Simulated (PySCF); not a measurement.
Oscillator strengths, rates and cross-sections

Compound: phenyl formate, C7H6O2.
InChI=1S/C7H6O2/c8-6-9-7-4-2-1-3-5-7/h1-6H

The calculation used TDDFT wB97X-D/def2-SVPD, vertical, gas phase, core orbitals frozen in the response (PySCF). One conformer (not necessarily the lowest) at the PBE0-D3(BJ)/def2-SVP geometry, without solvent, vibrations or thermal averaging. Torsions of this conformer, `[O:1]=[CH:2][O:3][c:4]1[cH:5][cH:6][cH:7][cH:8][cH:9]1`: O1–C2–O3–C4 0°, C2–O3–C4–C5 -88°.

Computed singlets with f of 0.002 or more:

```json
{"state": "S2", "E (eV)": "5.91", "f": "0.0022"}
{"state": "S3", "E (eV)": "6.22", "f": "0.0063"}
{"state": "S4", "E (eV)": "6.86", "f": "0.019"}
{"state": "S5", "E (eV)": "7.11", "f": "0.712"}
{"state": "S6", "E (eV)": "7.15", "f": "0.551"}
```

Task: Give A, τ, |μ| and ∫σ dE for each state.

Result: Relations used (vacuum, state to state): A = 0.6670 f ν̃² s⁻¹ (ν̃ in cm⁻¹); τ = 1/A; f = (2/3) ΔE |μ|² in atomic units; ∫σ dE = 109.76 f Mb·eV.

```
state  A (s⁻¹)       τ  |μ| (D)  ∫σ dE (Mb·eV)
   S2  3.4×10⁶  290 ns     0.32           0.25
   S3  1.1×10⁷   94 ns     0.52           0.69
   S4  3.9×10⁷   26 ns     0.86            2.1
   S5  1.6×10⁹  640 ps     5.14             78
   S6  1.2×10⁹  820 ps     4.51             60
```

The rates are for emission to S0 at the absorption energy, with no other channel.

Task: Which computed singlets stay under f = 0.002?

Result: S1 (5.48 eV, f 0.0017).

Task: How much energy does a mole of photons resonant with S5 carry?

Result: 7.115 eV × 96.485 = 686 kJ/mol (164 kcal/mol).

Task: By what factor does the largest A in the list exceed the smallest?

Result: S5 has 460 times the rate of S2.
